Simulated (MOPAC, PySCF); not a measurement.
[4]prismane cage Si8H8 `[SiH]12[SiH]3[SiH]4[SiH]1[SiH]1[SiH]2[SiH]3[SiH]41`, neutral singlet in the gas phase. The geometry has Oh symmetry (within 0.05 Å) and had no frequency check at the DFT level, so a distortion to lower symmetry isn't ruled out.

Z-matrix (Å, degrees):
```
Si
H 1 1.4934
Si 1 2.4006 2 125.26
H 3 1.4934 1 125.27 2 0.00
Si 1 2.4006 2 125.26 3 119.99
H 5 1.4934 1 125.27 2 0.00
Si 5 2.4006 6 125.27 1 -119.98
H 7 1.4934 5 125.26 6 0.00
Si 7 2.4006 8 125.27 5 119.99
H 9 1.4934 7 125.27 8 0.00
Si 9 2.4006 10 125.27 7 -119.99
H 11 1.4934 9 125.27 10 0.00
Si 7 2.4006 8 125.25 5 -120.01
H 13 1.4934 7 125.27 8 0.00
Si 9 2.4006 10 125.25 11 -120.01
H 15 1.4934 9 125.27 10 0.00
```
Charge 0, multiplicity 1.

All levels are single points at this geometry (B3LYP-D3(BJ)/def2-SVP); Pople sets use spherical d functions. Orbital energies aren't observables, and empty levels follow the basis.

```tsv
level	HOMO (eV)	LUMO (eV)	gap (eV)	dipole (D)	vertical IE, Delta-SCF (eV)
CAM-B3LYP-D3(BJ)/def2-SVP in PySCF	-7.37	-0.63	6.74	0.00	7.88
B3LYP/6-31G* in PySCF	-6.04	-1.58	4.47	0.00	7.65
PBE/6-31G* in PySCF	-5.43	-2.24	3.20	0.00	–
AM1 in MOPAC	-9.72	-1.61	8.11	0.00	–
PM3 in MOPAC	-8.79	-2.65	6.13	0.00	–
PM7 in MOPAC	-9.61	-1.24	8.37	0.00	–
```
